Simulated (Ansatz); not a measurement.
Mulliken charges of `Br[SiH]1NCO1` from PBE/def2-TZVPP in Ansatz (PBE0-D4/def2-TZVP geometry).

| atom | x (Å) | y (Å) | z (Å) | charge (e) |
| --- | --- | --- | --- | --- |
| Br1 | -2.170 | 0.530 | 1.783 | -0.203 |
| Si2 | -0.589 | 0.878 | 0.269 | 0.510 |
| N3 | 0.878 | 0.016 | 0.455 | -0.322 |
| C4 | 0.490 | -0.772 | -0.719 | 0.092 |
| O5 | -0.695 | -0.050 | -1.101 | -0.344 |
| H6 | -0.573 | 2.337 | 0.064 | -0.061 |
| H7 | 1.277 | -0.447 | 1.253 | 0.141 |
| H8 | 0.250 | -1.817 | -0.492 | 0.091 |
| H9 | 1.221 | -0.720 | -1.531 | 0.095 |

Problem. By hand: the dipole of these point charges (1 e Å = 4.8032 D).

Solution. Σ q r = (0.495, -0.158, -0.076) e Å, of length 0.525 e Å = 2.52 D.

Problem. How does the dipole of the full density compare? (Best estimate.)

Solution. The calculation gave: (0.359, -0.162, 0.122) e Å, 1.98 D; the point charges give 1.27 times that, at 26° from its direction.

Point charges leave out the atoms' own dipoles, such as those of lone pairs, and Mulliken's split depends on the basis, so the two needn't agree.
